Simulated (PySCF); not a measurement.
FIn, triplet, geometry from GFN2-xTB (such geometries of metal compounds can be far from the true shape) (the spin is typed, not shown lowest) (all electrons, no relativity); PBE/3-21G in PySCF.

The PySCF input:
```python
from pyscf import gto, scf, dft

mol = gto.M(
    atom='''
In   -0.000000   -0.000000   -0.344905
F     0.000000    0.000000    1.877813
''',
    basis='3-21g',
    charge=0,
    spin=2,
    verbose=4,
)

mf = dft.UKS(mol)
mf.xc = 'pbe'
mf.kernel()
mf.analyze()
```

Q: What does PySCF print? Leave out banner, timings and long lists.

A: 
```
PySCF version 2.14.0

[INPUT] verbose = 4
[INPUT] num. atoms = 2
[INPUT] num. electrons = 58
[INPUT] charge = 0
[INPUT] spin (= nelec alpha-beta = 2S) = 2
[INPUT] symmetry False subgroup None
[INPUT] Mole.unit = angstrom
[INPUT] Symbol           X                Y                Z      unit          X                Y                Z       unit  Magmom
[INPUT]  1 In     0.000000000000   0.000000000000  -0.344905000000 AA    0.000000000000   0.000000000000  -0.651775988993 Bohr   0.0
[INPUT]  2 F      0.000000000000   0.000000000000   1.877813000000 AA    0.000000000000   0.000000000000   3.548552283148 Bohr   0.0

nuclear repulsion = 104.991793837869
number of shells = 18
number of NR pGTOs = 96
number of NR cGTOs = 40
basis = 3-21g
ecp = {}

******** <class 'pyscf.dft.uks.UKS'> ********
method = UKS
initial guess = minao
damping factor = 0
level_shift factor = 0
DIIS = <class 'pyscf.scf.diis.CDIIS'>
diis_start_cycle = 1
diis_space = 8
diis_damp = 0
SCF conv_tol = 1e-09
SCF conv_tol_grad = None
SCF max_cycles = 50
direct_scf = True
direct_scf_tol = 1e-13
number electrons alpha = 30  beta = 28
XC library pyscf.dft.libxc version 7.1.2
    S. Lehtola, C. Steigemann, M. J. T. Oliveira, and M. A. L. Marques,  SoftwareX 7, 1–5 (2018)
XC functionals = pbe
    J. P. Perdew, K. Burke, and M. Ernzerhof,  Phys. Rev. Lett. 77, 3865 (1996)
    J. P. Perdew, K. Burke, and M. Ernzerhof,  Phys. Rev. Lett. 78, 1396 (1997)
    J. P. Perdew, K. Burke, and M. Ernzerhof,  Phys. Rev. Lett. 77, 3865 (1996)
    J. P. Perdew, K. Burke, and M. Ernzerhof,  Phys. Rev. Lett. 78, 1396 (1997)
radial grids:
    Treutler-Ahlrichs [JCP 102, 346 (1995); DOI:10.1063/1.469408] (M4) radial grids

becke partition: Becke, JCP 88, 2547 (1988); DOI:10.1063/1.454033
pruning grids: <function nwchem_prune>
grids dens level: 3
symmetrized grids: False
atomic radii adjust function: <function treutler_atomic_radii_adjust>
small_rho_cutoff = 0
Set gradient conv threshold to 3.16228e-05
tot grids = 36136
init E= -5804.14803371629

cycle= 1 E= -5815.62710546298  delta_E= -11.5  |g|= 0.556  |ddm|=  1.2

cycle= 2 E= -5806.73108737503  delta_E=  8.9  |g|= 2.76  |ddm|= 4.44

cycle= 3 E= -5815.7759103556  delta_E= -9.04  |g|= 0.0541  |ddm|= 4.34

cycle= 4 E= -5815.55796240788  delta_E= 0.218  |g|= 0.531  |ddm|= 1.07

cycle= 5 E= -5815.76336480329  delta_E= -0.205  |g|= 0.178  |ddm|= 1.03

cycle= 6 E= -5815.77176156165  delta_E= -0.0084  |g|= 0.137  |ddm|= 0.052

cycle= 7 E= -5815.78120984624  delta_E= -0.00945  |g|= 0.0289  |ddm|= 0.0975

cycle= 8 E= -5815.78171262573  delta_E= -0.000503  |g|= 0.00191  |ddm|= 0.0357

cycle= 9 E= -5815.78171555166  delta_E= -2.93e-06  |g|= 0.000288  |ddm|= 0.00316

cycle= 10 E= -5815.78171559519  delta_E= -4.35e-08  |g|= 0.000162  |ddm|= 0.000332

cycle= 11 E= -5815.78171560892  delta_E= -1.37e-08  |g|= 7.83e-06  |ddm|= 0.000215

cycle= 12 E= -5815.78171560918  delta_E= -2.56e-10  |g|= 2.17e-06  |ddm|= 0.000161

Extra cycle  E= -5815.78171560937  delta_E= -1.96e-10  |g|= 2.31e-06  |ddm|= 0.000153
converged SCF energy = -5815.78171560937  <S^2> = 2.0023382  2S+1 = 3.0015584
**** SCF Summaries ****
Total Energy =                       -5815.781715609371531
Nuclear Repulsion Energy =             104.991793837868798
One-electron Energy =                -8242.989352296595825
Two-electron Energy =                 2322.215842849355795
Two-electron Coulomb Energy =         2488.213764589173479
DFT Exchange-Correlation Energy =     -165.997921739817826
**** MO energy ****
                             alpha | beta                alpha | beta
MO #1   energy= -978.687725343857  | -978.686868563663  occ= 1 | 1
MO #2   energy= -143.52434655799   | -143.523740928558  occ= 1 | 1
MO #3   energy= -133.571266653341  | -133.570783809208  occ= 1 | 1
MO #4   energy= -133.571079221336  | -133.570344864471  occ= 1 | 1
MO #5   energy= -133.570262844453  | -133.569168735724  occ= 1 | 1
MO #6   energy= -27.1968455856393  | -27.1959503740514  occ= 1 | 1
MO #7   energy= -24.0800168891944  | -24.0695981725756  occ= 1 | 1
MO #8   energy= -23.0589479614231  | -23.0580263777828  occ= 1 | 1
MO #9   energy= -23.0566661471309  | -23.0558842004406  occ= 1 | 1
MO #10  energy= -23.0552165370585  | -23.0536783543044  occ= 1 | 1
MO #11  energy= -16.0181730924312  | -16.0174108903713  occ= 1 | 1
MO #12  energy= -16.017661814154   | -16.01699368925    occ= 1 | 1
MO #13  energy= -16.0167629422022  | -16.0155690411794  occ= 1 | 1
MO #14  energy= -16.0153264013012  | -16.0141284394973  occ= 1 | 1
MO #15  energy= -16.0152120757504  | -16.0140851457732  occ= 1 | 1
MO #16  energy= -4.09734295325691  | -4.09441792722228  occ= 1 | 1
MO #17  energy= -2.76213279203756  | -2.75943622246788  occ= 1 | 1
MO #18  energy= -2.75729961320084  | -2.75461772883867  occ= 1 | 1
MO #19  energy= -2.75138263758246  | -2.74711337425746  occ= 1 | 1
MO #20  energy= -0.974991311909799 | -0.949665687849399 occ= 1 | 1
MO #21  energy= -0.755468156433348 | -0.7502123427033   occ= 1 | 1
MO #22  energy= -0.755359096020904 | -0.750070764106456 occ= 1 | 1
MO #23  energy= -0.75050404123155  | -0.74333051911788  occ= 1 | 1
MO #24  energy= -0.746676644653011 | -0.739069605778284 occ= 1 | 1
MO #25  energy= -0.745290184030483 | -0.737197707987187 occ= 1 | 1
MO #26  energy= -0.354869332958754 | -0.315798736123598 occ= 1 | 1
MO #27  energy= -0.272169918437863 | -0.25394958111226  occ= 1 | 1
MO #28  energy= -0.265425969985009 | -0.24623954361754  occ= 1 | 1
MO #29  energy= -0.263504172441601 | -0.223534759533977 occ= 1 | 0
MO #30  energy= -0.108609657915816 | -0.0769238334512621 occ= 1 | 0
MO #31  energy= -0.103497595037313 | -0.0569718864617395 occ= 0 | 0
MO #32  energy= -0.0405640317452338 | -0.0110640230106793 occ= 0 | 0
MO #33  energy= 0.104924676358976  | 0.135072287215892  occ= 0 | 0
MO #34  energy= 0.157615218247286  | 0.180081348528565  occ= 0 | 0
MO #35  energy= 0.158089770061203  | 0.197671681985388  occ= 0 | 0
MO #36  energy= 0.188957291366832  | 0.214087511060791  occ= 0 | 0
MO #37  energy= 1.78715052667243   | 1.79632771256687   occ= 0 | 0
MO #38  energy= 1.78931635365106   | 1.80315512816257   occ= 0 | 0

To work with the spin densities directly, `use mulliken_meta_spin()` only printing them here.

 ** Mulliken spin pop alpha/beta on meta-lowdin orthogonal AOs **
 ** Mulliken Spin Density (per AO)  **
spin_pop of  0 In 1s        0.00000
spin_pop of  0 In 2s        0.00001
spin_pop of  0 In 3s        0.00005
spin_pop of  0 In 4s        0.00017
spin_pop of  0 In 5s        0.51121
spin_pop of  0 In 6s        0.00208
spin_pop of  0 In 2px       0.00000
spin_pop of  0 In 2py      -0.00000
spin_pop of  0 In 2pz       0.00000
spin_pop of  0 In 3px       0.00003
spin_pop of  0 In 3py      -0.00000
spin_pop of  0 In 3pz       0.00001
spin_pop of  0 In 4px       0.00006
spin_pop of  0 In 4py      -0.00003
spin_pop of  0 In 4pz       0.00000
spin_pop of  0 In 5px       0.94874
spin_pop of  0 In 5py       0.01227
spin_pop of  0 In 5pz       0.10907
spin_pop of  0 In 6px       0.00008
spin_pop of  0 In 6py      -0.00002
spin_pop of  0 In 6pz       0.00496
spin_pop of  0 In 3dxy      0.00000
spin_pop of  0 In 3dyz     -0.00000
spin_pop of  0 In 3dz^2     0.00000
spin_pop of  0 In 3dxz      0.00000
spin_pop of  0 In 3dx2-y2    0.00000
spin_pop of  0 In 4dxy      0.00000
spin_pop of  0 In 4dyz     -0.00006
spin_pop of  0 In 4dz^2     0.00059
spin_pop of  0 In 4dxz      0.00000
spin_pop of  0 In 4dx2-y2    0.00008
spin_pop of  1 F 1s       -0.00000
spin_pop of  1 F 2s       -0.00018
spin_pop of  1 F 3s       -0.00020
spin_pop of  1 F 2px       0.04544
spin_pop of  1 F 2py      -0.00656
spin_pop of  1 F 2pz       0.37214
spin_pop of  1 F 3px       0.00004
spin_pop of  1 F 3py       0.00000
spin_pop of  1 F 3pz       0.00002
 ** Mulliken Spin Density (per atom)  **
spin density of  0 In =      1.58930
spin density of  1 F =      0.41070
 ** Mulliken pop alpha/beta on meta-lowdin orthogonal AOs **
 ** Mulliken pop       alpha | beta **
pop of  0 In 1s        1.00000 | 1.00000
pop of  0 In 2s        0.99999 | 0.99998
pop of  0 In 3s        0.99992 | 0.99987
pop of  0 In 4s        0.99972 | 0.99955
pop of  0 In 5s        0.95749 | 0.44628
pop of  0 In 6s        0.00361 | 0.00153
pop of  0 In 2px       1.00000 | 1.00000
pop of  0 In 2py       0.99999 | 0.99999
pop of  0 In 2pz       0.99999 | 0.99999
pop of  0 In 3px       0.99996 | 0.99993
pop of  0 In 3py       0.99993 | 0.99993
pop of  0 In 3pz       0.99994 | 0.99993
pop of  0 In 4px       0.99983 | 0.99977
pop of  0 In 4py       0.99970 | 0.99973
pop of  0 In 4pz       0.99976 | 0.99975
pop of  0 In 5px       0.99448 | 0.04574
pop of  0 In 5py       0.06344 | 0.05117
pop of  0 In 5pz       0.15645 | 0.04738
pop of  0 In 6px       0.00052 | 0.00044
pop of  0 In 6py       0.00037 | 0.00039
pop of  0 In 6pz       0.01038 | 0.00542
pop of  0 In 3dxy      1.00000 | 1.00000
pop of  0 In 3dyz      1.00000 | 1.00000
pop of  0 In 3dz^2     0.99998 | 0.99998
pop of  0 In 3dxz      1.00000 | 1.00000
pop of  0 In 3dx2-y2    1.00000 | 1.00000
pop of  0 In 4dxy      1.00000 | 1.00000
pop of  0 In 4dyz      0.99992 | 0.99998
pop of  0 In 4dz^2     0.99929 | 0.99870
pop of  0 In 4dxz      0.99998 | 0.99998
pop of  0 In 4dx2-y2    0.99999 | 0.99991
pop of  1 F 1s        0.99991 | 0.99992
pop of  1 F 2s        0.96209 | 0.96227
pop of  1 F 3s        0.00110 | 0.00130
pop of  1 F 2px       0.99958 | 0.95414
pop of  1 F 2py       0.94224 | 0.94879
pop of  1 F 2pz       0.91033 | 0.53819
pop of  1 F 3px       0.00005 | 0.00001
pop of  1 F 3py       0.00001 | 0.00001
pop of  1 F 3pz       0.00006 | 0.00005
In total            30.00000 | 28.00000
 ** Mulliken atomic charges   ( Nelec_alpha | Nelec_beta ) **
charge of  0In =      0.22004  (    25.18463     23.59533 )
charge of  1F =     -0.22004  (     4.81537      4.40467 )
Dipole moment(X, Y, Z, Debye):  0.00000, -0.00000, -2.30779
```
